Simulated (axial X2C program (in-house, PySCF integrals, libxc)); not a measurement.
**Outer orbitals of MoBr at 2.440 Å, HF**

Calculated with an axial X2C code built on PySCF integrals. Spin-free means the one-electron spin-free X2C Hamiltonian; two-component (2c) means X2C with spin–orbit coupling and atomic mean-field two-electron Coulomb and Gaunt terms, so the difference of the two also holds small scalar two-electron terms. Basis: Mo dyall-cv3z [11s12p9d5f3g], Br dyall-cv3z [8s9p6d4f1g] (cores contracted in-house); Gaussian nuclei, density fitting, unrestricted open shells. Masses: Mo 97.905 u, Br 78.918 u.

The distance is close to the 2c PBE0 minimum; the highest filled and lowest empty levels are listed.

Spin-free orbitals, state M_S = 5/2, Λ = 0 (beyond evenly filled blocks: σα, π+α, π-α, δ+α, δ-α) (Löwdin shares):

```csv
symmetry,occupied,ε (eV),atomic character
σβ,yes,-26.39,"75% Br s, 8% Mo p, 8% Mo d"
σα,yes,-26.22,"75% Br s, 8% Mo d, 8% Mo p"
π+α,yes,-11.84,"66% Mo d, 32% Br p"
π-α,yes,-11.84,"66% Mo d, 32% Br p"
σα,yes,-11.71,"66% Br p, 27% Mo d, 3% Mo p"
σβ,yes,-11.40,"83% Br p, 7% Mo d, 4% Mo s"
δ+α,yes,-10.67,100% Mo d
δ-α,yes,-10.67,100% Mo d
π-β,yes,-10.33,"84% Br p, 7% Mo d, 5% Mo f"
π+β,yes,-10.33,"84% Br p, 7% Mo d, 5% Mo f"
π-α,yes,-9.23,"53% Br p, 35% Mo d, 6% Mo p"
π+α,yes,-9.23,"53% Br p, 35% Mo d, 6% Mo p"
σα,yes,-8.57,"46% Mo s, 42% Mo d, 12% Br p"
σα,no,-0.32,"41% Mo p, 37% Mo s, 16% Mo d"
σβ,no,-0.02,"71% Mo s, 28% Mo p"
π-α,no,0.76,"94% Mo p, 3% Mo d, 2% Br p"
π+α,no,0.76,"94% Mo p, 3% Mo d, 2% Br p"
```

Spinors with spin–orbit coupling (state Ω = 5/2):

| ω | occupied | ε (eV) | atomic character | λ mixture |
| --- | --- | --- | --- | --- |
| -1/2 | yes | -26.39 | 75% Br s, 8% Mo p, 8% Mo d | 100% σ |
| 1/2 | yes | -26.22 | 75% Br s, 8% Mo d, 8% Mo p | 100% σ |
| -1/2 | yes | -11.95 | 60% Mo d, 37% Br p | 96% π, 4% σ |
| 1/2 | yes | -11.75 | 67% Br p, 26% Mo d, 3% Mo p | 97% σ, 3% π |
| 3/2 | yes | -11.75 | 68% Mo d, 30% Br p | 100% π |
| -1/2 | yes | -11.40 | 79% Br p, 12% Mo d, 4% Mo s | 95% σ, 5% π |
| -3/2 | yes | -10.77 | 100% Mo d | 100% δ |
| 5/2 | yes | -10.57 | 100% Mo d | 100% δ |
| 1/2 | yes | -10.48 | 82% Br p, 8% Mo d, 4% Mo f | 97% π, 3% σ |
| -3/2 | yes | -10.15 | 83% Br p, 7% Mo d, 5% Mo f | 100% π |
| -1/2 | yes | -9.35 | 52% Br p, 36% Mo d, 6% Mo p | 99% π, 1% σ |
| 3/2 | yes | -9.09 | 55% Br p, 33% Mo d, 6% Mo p | 100% π |
| 1/2 | yes | -8.56 | 45% Mo s, 41% Mo d, 13% Br p | 100% σ |
| 1/2 | no | -0.32 | 41% Mo p, 37% Mo s, 15% Mo d | 100% σ |
| -1/2 | no | -0.02 | 71% Mo s, 28% Mo p | 100% σ |
| -1/2 | no | 0.75 | 94% Mo p, 3% Mo d, 2% Br p | 100% π |
| 3/2 | no | 0.78 | 94% Mo p, 3% Mo d, 2% Br p | 100% π |

Mulliken charges and populations of the two-component result (they depend on the basis, above all on diffuse functions):

Mo 0.43 e (s 8.55 p 18.16 d 14.80 f 0.05 g 0.01), Br -0.43 e (s 7.94 p 17.47 d 10.02). ⟨Lz⟩ = 0.00 ħ and ⟨Sz⟩ = 2.50 ħ (2.54 and -0.04 on the two atoms), which add up to Ω.

Occupations by symmetry block were frozen at the best pattern of an incomplete PBE0 search. With several unpaired electrons one determinant need not be a pure state. This is the top spin component of a Σ state; components of lower Ω are not single determinants and can lie lower.
